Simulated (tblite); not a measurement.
Record of a relaxation.

Species: CH3BF2O2Si (charge +1 and doublet state).
Atom-mapped SMILES: `[O+:1]=[CH:2][O:3][SiH2:4][B:5]([F:6])[F:7]` (hydrogens: H8 on C2; H9, H10 on Si4)
Bond orders are those of one Lewis drawing.

Computed with GFN2-xTB (tblite), gas phase: L-BFGS steps from a force-field or distance-geometry start until the largest atomic force falls under 0.01 eV/Å. 10 of its 104 geometries are shown.

Step 0: E = -647.1220 eV, largest atomic force 5.860 eV/Å
```
atom  x, y, z in Å  |  force x, y, z in eV/Å
O1     -2.639   -0.683    0.147    2.002   5.052   0.132
C2     -2.192    0.496    0.195    0.599  -5.451  -0.265
O3     -0.807    0.736    0.122   -1.314  -1.576  -0.137
Si4     0.370   -0.519   -0.080   -2.759   0.071   0.556
B5      2.141    0.256   -0.139    5.169   2.753  -0.211
F6      3.129   -0.102    0.837   -3.149   1.212  -3.352
F7      2.469    1.208   -1.191   -0.896  -3.165   3.520
H8     -2.862    1.328    0.326    0.134   0.714   0.004
H9      0.113   -1.266   -1.315    0.075   0.130  -0.328
H10     0.287   -1.450    1.076    0.140   0.261   0.081
```

Step 11: E = -648.7952 eV, largest atomic force 0.329 eV/Å
```
atom  x, y, z in Å  |  force x, y, z in eV/Å
O1     -2.655   -0.656    0.146    0.047   0.283  -0.008
C2     -2.185    0.425    0.193   -0.042  -0.030   0.061
O3     -0.832    0.632    0.113    0.050  -0.323  -0.038
Si4     0.237   -0.593   -0.054   -0.035  -0.058   0.023
B5      2.178    0.359   -0.131    0.017  -0.069  -0.027
F6      3.034   -0.060    0.723   -0.078   0.077  -0.042
F7      2.471    1.140   -1.098   -0.062   0.022   0.065
H8     -2.707    1.384    0.315    0.030  -0.057  -0.034
H9      0.146   -1.209   -1.397    0.057   0.062   0.154
H10     0.322   -1.417    1.168    0.015   0.092  -0.155
```

Step 23: E = -648.8415 eV, largest atomic force 0.227 eV/Å
```
atom  x, y, z in Å  |  force x, y, z in eV/Å
O1     -2.842   -0.519    0.160   -0.044  -0.065  -0.029
C2     -2.207    0.465    0.192    0.159   0.049   0.047
O3     -0.829    0.454    0.111   -0.022   0.033  -0.047
Si4     0.271   -0.714   -0.059    0.098  -0.183  -0.082
B5      2.140    0.356   -0.151   -0.190   0.101   0.072
F6      3.004    0.034    0.732    0.102   0.032  -0.049
F7      2.319    1.239   -1.056    0.054  -0.019   0.025
H8     -2.549    1.498    0.296   -0.056   0.072  -0.008
H9      0.280   -1.301   -1.417   -0.062  -0.001   0.153
H10     0.423   -1.508    1.168   -0.039  -0.018  -0.083
```

Step 34: E = -648.8616 eV, largest atomic force 0.152 eV/Å
```
atom  x, y, z in Å  |  force x, y, z in eV/Å
O1     -2.888   -0.431    0.161   -0.031  -0.084  -0.027
C2     -2.170    0.496    0.180    0.044   0.040   0.056
O3     -0.806    0.375    0.085    0.118   0.094   0.015
Si4     0.293   -0.798   -0.058   -0.048  -0.075  -0.017
B5      2.079    0.412   -0.121   -0.002  -0.025  -0.010
F6      3.005    0.116    0.710    0.007   0.003   0.020
F7      2.206    1.315   -1.015   -0.050   0.023   0.005
H8     -2.429    1.556    0.284   -0.048   0.040  -0.024
H9      0.287   -1.413   -1.390    0.010  -0.025  -0.033
H10     0.431   -1.624    1.142   -0.001   0.010   0.016
```

Step 46: E = -648.8720 eV, largest atomic force 0.034 eV/Å
```
atom  x, y, z in Å  |  force x, y, z in eV/Å
O1     -2.822   -0.418    0.147    0.003  -0.034   0.001
C2     -2.107    0.512    0.177   -0.022   0.017  -0.019
O3     -0.743    0.397    0.093    0.010  -0.006  -0.007
Si4     0.286   -0.846   -0.065    0.013   0.014   0.014
B5      2.044    0.411   -0.122    0.008   0.007   0.005
F6      2.987    0.154    0.702    0.002  -0.020   0.001
F7      2.101    1.361   -0.975   -0.027  -0.007   0.000
H8     -2.383    1.570    0.267    0.008   0.025   0.009
H9      0.252   -1.474   -1.391   -0.003   0.000   0.002
H10     0.395   -1.662    1.145    0.008   0.003  -0.005
```

Step 57: E = -648.8725 eV, largest atomic force 0.014 eV/Å
```
atom  x, y, z in Å  |  force x, y, z in eV/Å
O1     -2.819   -0.416    0.142   -0.005  -0.006  -0.003
C2     -2.105    0.515    0.171    0.002   0.000   0.000
O3     -0.740    0.398    0.088   -0.005  -0.004   0.013
Si4     0.288   -0.847   -0.061    0.002  -0.001  -0.006
B5      2.039    0.408   -0.118    0.002   0.003  -0.001
F6      2.991    0.147    0.693    0.008  -0.006  -0.008
F7      2.077    1.364   -0.965    0.002   0.009   0.004
H8     -2.379    1.574    0.266    0.002   0.001  -0.005
H9      0.253   -1.475   -1.387   -0.001  -0.003   0.007
H10     0.404   -1.664    1.148   -0.008   0.007  -0.001
```

Step 69: E = -648.8764 eV, largest atomic force 0.051 eV/Å
```
atom  x, y, z in Å  |  force x, y, z in eV/Å
O1     -2.830   -0.418    0.066    0.008   0.001   0.003
C2     -2.117    0.513    0.135    0.003   0.001  -0.006
O3     -0.750    0.395    0.118    0.000   0.010  -0.006
Si4     0.291   -0.839   -0.015    0.001   0.003   0.000
B5      2.054    0.402   -0.115   -0.007   0.037  -0.034
F6      3.107    0.028    0.507   -0.043  -0.015  -0.016
F7      1.996    1.466   -0.822    0.013  -0.022   0.033
H8     -2.394    1.571    0.218   -0.003   0.001   0.010
H9      0.237   -1.491   -1.330    0.027  -0.012   0.021
H10     0.416   -1.623    1.215    0.001  -0.003  -0.004
```

Step 80: E = -648.8817 eV, largest atomic force 0.057 eV/Å
```
atom  x, y, z in Å  |  force x, y, z in eV/Å
O1     -2.827   -0.430   -0.012    0.022   0.018  -0.009
C2     -2.131    0.510    0.097   -0.016  -0.021   0.043
O3     -0.763    0.412    0.132   -0.018  -0.011  -0.032
Si4     0.292   -0.812    0.039    0.011   0.004  -0.015
B5      2.049    0.405   -0.127    0.054   0.009  -0.015
F6      3.148   -0.122    0.261   -0.027   0.023  -0.008
F7      1.973    1.572   -0.642   -0.009  -0.032   0.034
H8     -2.428    1.562    0.189    0.002   0.010  -0.004
H9      0.271   -1.525   -1.246   -0.006  -0.012  -0.003
H10     0.425   -1.567    1.286   -0.012   0.012   0.011
```

Step 92: E = -648.8852 eV, largest atomic force 0.011 eV/Å
```
atom  x, y, z in Å  |  force x, y, z in eV/Å
O1     -2.837   -0.422   -0.056   -0.001  -0.002   0.007
C2     -2.134    0.510    0.071    0.000   0.002  -0.006
O3     -0.767    0.404    0.084    0.001   0.001   0.005
Si4     0.296   -0.816    0.050    0.000  -0.001   0.002
B5      2.053    0.402   -0.135    0.000  -0.004   0.001
F6      3.176   -0.177    0.057   -0.004  -0.001   0.000
F7      1.940    1.635   -0.446    0.003   0.007   0.005
H8     -2.423    1.562    0.193    0.000  -0.001  -0.009
H9      0.298   -1.606   -1.187   -0.009   0.000  -0.002
H10     0.406   -1.489    1.347    0.011   0.000  -0.003
```

Step 103: E = -648.8859 eV, largest atomic force 0.008 eV/Å
```
atom  x, y, z in Å  |  force x, y, z in eV/Å
O1     -2.837   -0.429   -0.053    0.000  -0.002   0.007
C2     -2.137    0.507    0.059   -0.001   0.003  -0.002
O3     -0.770    0.406    0.077    0.001   0.001   0.002
Si4     0.295   -0.811    0.052    0.000   0.000   0.006
B5      2.054    0.402   -0.135    0.005   0.001   0.001
F6      3.175   -0.200   -0.006   -0.003   0.004  -0.005
F7      1.950    1.653   -0.367   -0.001  -0.006   0.001
H8     -2.429    1.561    0.162    0.001  -0.001  -0.006
H9      0.276   -1.625   -1.169    0.005   0.005  -0.003
H10     0.432   -1.460    1.359   -0.005  -0.004  -0.001
```

Question: Summarise the path.

Answer: The energy falls by 1.7639 eV from step 0 to step 103; nine tenths of that is first reached at step 5. It rises by more than 0.2 meV at steps 73 and 86. The largest force goes from 5.860 to 0.008 eV/Å. Among the bonds Si4–B5 changes most, from 1.935 to 2.145 Å; the atoms move by 0.531 Å rms after alignment.

What follows is the cost of the whole relaxation. Hardware: Arm Neoverse V2, one thread (shared host). Cost: 0.41 s wall.
